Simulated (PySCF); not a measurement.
## Indium: a sound run and one with changed settings

Sound run: In [Kr] 4d10 5s2 5p1, In⁺ [Kr] 4d10 5s2. Calculation: PySCF 2.14, in def2-SVP with the def2 core potential (28 electrons); scalar relativity through the core potential. In the sound run the correlated levels freeze 4s2 4p6 4d10 outside the core potential. The sound run starts from symmetry-adapted Hartree-Fock orbitals and uses a fine grid where one is needed.

Changed run: a valence shell is frozen. This setting is unsound on purpose.

Ionisation energy of In:

| method | sound run (eV) | changed run (eV) |
| --- | --- | --- |
| UHF | 5.199 | 5.199 |
| MP2 | 5.326 | 5.199 |
| SCS-MP2 | 5.309 | 5.199 |
| CCSD | 5.380 | 5.199 |
| CCSD(T) | 5.391 | 5.199 |
| CCSDT | n/a | 5.199 |
| FCI | n/a | 5.199 |

Freezing a valence shell removes pair correlation that changes on ionisation.

For comparison, NIST gives 5.786 eV between the lowest levels.
